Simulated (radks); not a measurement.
All-electron atom: Pm II in [Xe] 4f5 6s1. Method: Dirac Kohn-Sham, PBE, spin-unpolarised, spherical densities, point nucleus; open shells fill j = l - 1/2 first; computed with a radial shooting solver on a logarithmic mesh with Libxc functionals.

Normalised radial functions P(r) = r R(r) (large component), r in bohr:

```
   r/bohr * 4d5/2 (the largest magnitude, 1.33, reaches the edge; | marks zero)
 0.001118                             *
 0.001301                             *
 0.001527                             *
 0.001777                             *
 0.002069                             *
 0.002409                             *
 0.002804                             *
 0.003265                             *
 0.003801                             *
 0.004425                             *
 0.005192                             *
 0.006045                             *
 0.007037                             *
 0.008192                             *
 0.009537                             *
   0.0111                             *
  0.01293                             *
  0.01505                             *
  0.01766                             *
  0.02056                             *
  0.02393                             |*
  0.02786                             |*
  0.03243                             |*
  0.03776                             | *
  0.04396                             |  *
  0.05117                             |   *
  0.06005                             |    *
  0.06991                             |      *
  0.08138                             |        *
  0.09474                             |          *
   0.1103                             |            *
   0.1284                             |              *
   0.1495                             |              *
    0.174                             |              *
   0.2042                             |           *
   0.2377                             |       *
   0.2768                             | *
   0.3222                       *     |
   0.3751                *            |
   0.4367         *                   |
   0.5084    *                        |
   0.5918  *                          |
   0.6945   *                         |
   0.8085       *                     |
   0.9412           *                 |
    1.096                *            |
    1.276                     *       |
    1.485                        *    |
    1.729                           * |
    2.013                            *|
    2.362                             *
     2.75                             *
    3.201                             *
    3.726                             *
    4.338                             *
     5.05                             *
    5.879                             *
    6.844                             *
    8.032                             *
     9.35                             *
    10.89                             *
    12.67                             *
```

4d5/2: eigenvalue -126.56 eV, 1 radial node at r = 0.288 bohr, <r> = 0.693 bohr, 90 % of the charge inside 1.04 bohr.
